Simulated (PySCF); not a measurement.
# Spinor energies of In (indium, neutral)

Start: [Kr] 4d10 5s2 5p1; 5p3/2 filled at m_j = +3/2. Calculated with PySCF 2.14 in x2c-TZVPPall-2c (8s9p5d2f, 74 functions): generalised Hartree-Fock with the X2C-1e Hamiltonian and a Gaussian nucleus; one run each with spin-orbit coupling (SO) screened by Boettger's factors, then bare. This is a chosen level, not necessarily the ground level.

```tsv
spinor shell	electrons	ε, screened SO (eV)	ε, bare SO (eV)	weight of nominal j (bare SO)	rms radius, bare SO (bohr)
1s1/2	2	-28079.2	-28079.0	1.000	0.0340
2s1/2	2	-4294.8	-4294.8	1.000	0.139
2p1/2	2	-3994.6	-4001.3	1.000	0.120
2p3/2	4	-3781.5	-3778.7	1.000	0.125
3s1/2	2	-854.03	-854.02	1.000	0.371
3p1/2	2	-731.41	-732.66	1.000	0.364
3p3/2	4	-691.61	-691.09	1.000	0.376
3d3/2	4	-476.51	-477.75	1.000	0.350
3d5/2	6	-468.54	-467.73	1.000	0.354
4s1/2	2	-144.37	-144.37	1.000	0.907
4p1/2	2	-102.16	-102.39	1.000	0.970
4p3/2	4	-95.166	-95.073	1.000	1.00
4d3/2	4	-28.121	-28.276	0.998	1.26
4d5/2	6	-27.174	-27.078	0.999	1.29
5s1/2	2	-10.815	-10.817	0.999	2.91
5p3/2	1	-5.250	-5.248	1.000	4.04
```

```json
{"quantity": "E (hartree)", "screened SO": "-5878.90003", "bare SO": "-5879.01942"}
{"quantity": "M_J", "screened SO": "3/2", "bare SO": "3/2"}
{"quantity": "⟨J²⟩", "screened SO": "3.763", "bare SO": "3.763"}
{"quantity": "⟨L²⟩", "screened SO": "2.026", "bare SO": "2.029"}
{"quantity": "⟨S²⟩", "screened SO": "0.771", "bare SO": "0.773"}
```

Each row is a mean over spinors that exchange with the open shell spreads, by up to 1.448 eV (5s1/2).

Breit and QED terms are absent; they matter most for the inner s and p1/2 levels.

Densities and radii are taken from the X2C orbitals without a picture-change correction, which distorts them close to the nucleus.
